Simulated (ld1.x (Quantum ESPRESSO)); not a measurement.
An all-electron radial function and its pseudo partner (Br)

Columns: radius, all-electron u(r) and pseudo u(r) of the 3p shell (level -182.59 eV) of bromine in the configuration [Ne] 3s2 3p6 3d10 4s2 4p4; BLYP, non-relativistic, TM semilocal scheme, ld1.x (Quantum ESPRESSO) 7.5.

```
r (bohr)  all-electron   pseudo
   0.060        0.5947  -0.0536
   0.120        0.7384  -0.2067
   0.180        0.2966  -0.4377
   0.240       -0.3107  -0.7126
   0.300       -0.8340  -0.9890
   0.360       -1.1900  -1.2221
   0.420       -1.3807  -1.3759
   0.480       -1.4401  -1.4345
   0.540       -1.4086  -1.4073
   0.600       -1.3206  -1.3205
   0.660       -1.2019  -1.2019
   0.720       -1.0705  -1.0705
   0.780       -0.9380  -0.9380
   0.840       -0.8115  -0.8115
   0.900       -0.6951  -0.6951
   0.960       -0.5907  -0.5907
   1.020       -0.4986  -0.4986
   1.080       -0.4187  -0.4187
   1.140       -0.3499  -0.3499
   1.200       -0.2913  -0.2913
   1.260       -0.2417  -0.2417
   1.320       -0.2001  -0.2001
   1.380       -0.1652  -0.1652
   1.440       -0.1361  -0.1361
   1.500       -0.1119  -0.1119
   1.560       -0.0918  -0.0918
```

Task: How many radial nodes do the two functions have?

Result: The all-electron 3p function has n − l − 1 = 1; the pseudo-wave has 0, since the states of the same l below it are removed with the core.

Task: At about which radius was the pseudo-wave matched?

Result: 0.65 bohr, where the columns begin to agree (steps of 0.06 bohr).

Task: Is the pseudo-wave norm-conserving?

Result: Yes: the TM semilocal scheme keeps the norm inside the radius equal to the all-electron one, which fixes the energy derivative of the logarithmic derivative at the level.
